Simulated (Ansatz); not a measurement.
`NC(O)[SiH2]S`, 12 atoms. Total charge 0; spin multiplicity 1. All runs use 4 threads of an Arm Neoverse V2 on a shared host. Correlated methods freeze the cores.

(1) How many basis functions does each run have, and how long does it take in Ansatz? RKS revPBE-D4/def2-TZVPP energy; direct RPA on PBE orbitals/def2-TZVPP energy; RKS BLYP-D4/def2-TZVPP energy; RHF-CCSD(T)/def2-TZVPP energy; RHF-CCSD(T)/def2-SVP energy; RKS PBE0-D4/def2-QZVPP energy; RKS ωB97M-V/def2-QZVPP energy; RKS SPW92 (LDA)/def2-TZVPP energy; RKS PBE0-D4/def2-SVP energy; RHF-MP2/def2-QZVPP energy; RKS ωB97M-V/def2-SVP energy; RKS PBE0-D4/def2-TZVP frequencies. (Estimate.)

Results:

(1) The calculation gave: Other jobs shared the machine, so times are rough.

```csv
level,job,functions,wall time,peak host memory (GiB)
RKS PBE0-D4/def2-SVP,energy,113,1.1 s,0.49
RKS SPW92 (LDA)/def2-TZVPP,energy,275,1.4 s,0.39
RKS revPBE-D4/def2-TZVPP,energy,275,2.2 s,0.39
RKS BLYP-D4/def2-TZVPP,energy,275,2.4 s,0.4
RKS ωB97M-V/def2-SVP,energy,113,3.6 s,0.49
RHF-CCSD(T)/def2-SVP,energy,113,4.9 s,0.55
direct RPA on PBE orbitals/def2-TZVPP,energy,275,5.5 s,0.72
RKS PBE0-D4/def2-QZVPP,energy,521,8.5 s,2.2
RKS ωB97M-V/def2-QZVPP,energy,521,19 s,2.6
RHF-MP2/def2-QZVPP,energy,521,22 s,3.7
RKS PBE0-D4/def2-TZVP,frequencies,209,2.7 min,0.59
RHF-CCSD(T)/def2-TZVPP,energy,275,2.8 min,7.4
```
